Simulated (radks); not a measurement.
Question: Radial electron density D(r) = 4 pi r^2 rho(r) of an atom or ion with 42 electrons. All-electron calculation, Dirac Kohn-Sham, exchange-only LDA, spin-unpolarised, spherical densities, point nucleus. Program: a radial shooting solver on a logarithmic mesh with Libxc functionals.

r (bohr),D(r) (e/bohr)
0.002254,9.915
0.002935,14.83
0.003821,21.66
0.005016,31.01
0.006531,42.19
0.008505,54.57
0.01116,66.48
0.01454,74.29
0.01893,75.86
0.02484,71.43
0.03235,66.82
0.04212,70.23
0.05529,84.41
0.072,96.72
0.09375,91.90
0.1231,74.78
0.1602,72.06
0.2086,82.51
0.2739,71.39
0.3566,40.24
0.4643,27.38
0.6095,29.48
0.7936,19.83
1.033,6.358
1.356,0.8108
1.766,0.03923
2.3,0.0005323

What is the nuclear charge?

Answer: Z = 57. The innermost maximum, from 1s, lies near gamma/Z bohr with gamma = sqrt(1 - (Z/c)^2) = 0.909, here 0.016 bohr (found: 0.0176), and its height grows with Z. The density is that of the lanthanum ion La15+ in [Kr] 4d6; the configuration itself is not fixed sharply by these data, and Z only to a few units. D(r) has 4 maxima, at r = 0.0176, 0.0774, 0.219, 0.590 bohr, and minima at 0.0342, 0.144, 0.464 bohr, inside which lie 2.03, 11.16, 29.16 electrons.
